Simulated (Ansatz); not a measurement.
Harmonic frequencies (cm⁻¹) at PBE0-D4/def2-TZVP from Ansatz: 91, 122, 163, 169, 177, 221, 292, 442, 510, 774, 836, 3932.

Each molecule was computed in one conformer, which needn't be the lowest.

(1) Which molecule is it?
A. `[F][Ti]([F])([F])[SeH]`
B. `[OH][Ti]([OH])([F])[Cl]`
C. `[OH][Ti]([F])([Cl])[Cl]`
D. `[F][Ti]([F])([F])[SH]`

Results:

(1) C.
